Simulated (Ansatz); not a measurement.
Relaxed structures of LiBSiH4O, closed shell (PBE0-D4/def2-TZVP; forces vanish, vibrations not checked; lower isomers may exist, and structures with a doubtful reference or unclear bonds are left out; Å). Program: Ansatz 0.2.0. Basis: def2-TZVPP. Cores are frozen in the correlated methods. The outer core shell of Li, Na, Mg and K is correlated.

(1) Rank them by CCSD(T) energy, lowest first, and give each one's height above the lowest. Links in brackets join atoms within 1.22 times the sum of their covalent radii (1.1 for two metals). (Judge from chemistry; the value comes from the calculation.)
A.
LiBSiH₄O ([BH][SiH]12[H][Li]1[OH]2)
```
8
angstrom
Li -1.8800 0.3174 1.8659
O -1.5543 -0.1224 0.2053
Si 0.0450 0.5991 0.1750
B 1.1128 -0.6400 -0.8301
H -0.0425 1.9217 -0.5152
H -0.1902 1.0036 1.6945
H -1.5896 -0.7150 -0.5586
H 2.2622 -0.9675 -0.8152
```
B.
LiBSiH₄O ([Li][O][SiH2][BH2])
```
8
angstrom
Li -3.0639 -0.1116 1.1016
O -1.5373 0.2292 0.6878
Si -0.0258 0.5541 0.2724
B 0.9948 -0.8289 -0.7668
H 0.0839 1.8031 -0.5677
H 0.8496 0.8421 1.4675
H 0.5679 -1.8963 -1.1150
H 2.1308 -0.5918 -1.0798
```
C.
LiBSiH₄O ([Si][O][Li]123[H][BH]1([H]2)[H]3)
```
8
angstrom
Li -0.4932 0.0440 0.2065
O -2.2224 0.1391 0.9025
Si -3.6254 0.2110 1.4648
B 1.3190 -0.0648 -0.5272
H 0.6755 0.8892 -0.9971
H 1.3171 0.0832 0.7069
H 0.6525 -1.0878 -0.7602
H 2.4297 -0.1316 -0.9770
```

No T1 diagnostic of these runs exceeds 0.019. The restricted Hartree–Fock reference is unstable towards an unrestricted one at one or more of these structures.

Answers

(1) Computed: C (0.00 kcal/mol), B (7.36 kcal/mol), A (68.26 kcal/mol). Heights count from the lowest.

For scale, one of the runs: CCSD(T)/def2-TZVPP, 179 basis functions, launched by `ansatz run in.yaml --threads 2 --pin off --events-out ev --progress --plain --max-ram 4352MiB`. The run took 34 s on 2 CPU threads of an Arm Neoverse V2 (shared host), with 1.7 GiB of host memory at its peak.
